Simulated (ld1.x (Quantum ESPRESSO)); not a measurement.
# Al: one change to a TM potential, before and after

ld1.x (Quantum ESPRESSO) 7.5 input, shortened:

```
&input
   title='Al', zed=13., rel=1, dft='PBESOL', iswitch=3,
   config='[Ne] 3s2 3p1 3d-2'
 /
 &inputp
   pseudotype=2, tm=.true., lloc=1,
   nlcc=.true., new_core_ps=.true.
 /
3
3S  1  0   2.00   0.00  2.30  2.30  0.0
3D  3  2  -2.00   0.35  2.40  2.40  0.0
3P  2  1   1.00   0.00  1.70  1.70  0.0
 &test
   configts(1)='3s2 3p1'
 /
```

Change: core correction none.

Cutoffs: the cutoffs (Ry, on a coarse ladder) from which the occupation-weighted sum of valence levels, in a spherical-Bessel basis at the reference potential, stays within 10 and 1 mRy of its value at 400 Ry; they do not see the model core or the augmentation charge, which bear on the density cutoff. Errors are all-electron minus pseudo energies relative to the spin-unpolarised reference configuration.

How do hardness, ghosts and transferability respond?

The potential gets neither clearly harder nor softer (10 Ry and 35 Ry → 10 Ry and 35 Ry); of the 7 tests that both files solve, the error grows in 3 and shrinks in 0 by more than 15 % and 0.3 meV (median size 1.0 → 3.3 meV); neither file shows a bound ghost. Exchange and correlation are not linear in the density, so unscreening with the valence charge alone errs where core and valence overlap; a model core restores that term. The default core radius of the base comes out at 1.31 bohr.

| quantity | base | changed |
| --- | --- | --- |
| cutoff, loose | 10 Ry | 10 Ry |
| cutoff, tight | 35 Ry | 35 Ry |
| bound ghosts | none | none |
| error for 3s2 3p0, meV [ΔE 5.74 eV] | +1.1 | -2.0 |
| error for 3s1 3p0, meV [ΔE 24.91 eV] | -1.0 | +9.1 |
| error for 3s2 3p0.5, meV [ΔE 2.07 eV] | +0.2 | -0.3 |
| error for 3s1 3p2, meV [ΔE 5.12 eV] | -3.4 | +3.3 |
| error for 3s1 3p1, meV [ΔE 11.53 eV] | -0.5 | +7.5 |
| error for 3s0 3p3, meV [ΔE 10.41 eV] | -14 | +16 |
| error for 3s2 3p1.3, meV [ΔE -0.57 eV] | +0.1 | 0.0 |
| s: phases at 2.60 bohr within 0.05 rad from the reference energy up to (Ry; the scan ends near 5) | 2.7 | 2.7 |
| p: phases at 2.60 bohr within 0.05 rad from the reference energy up to (Ry; the scan ends near 5) | 2.4 | 2.4 |
| d: phases at 2.60 bohr within 0.05 rad from the reference energy up to (Ry; the scan ends near 5) | 3.6 | 3.6 |
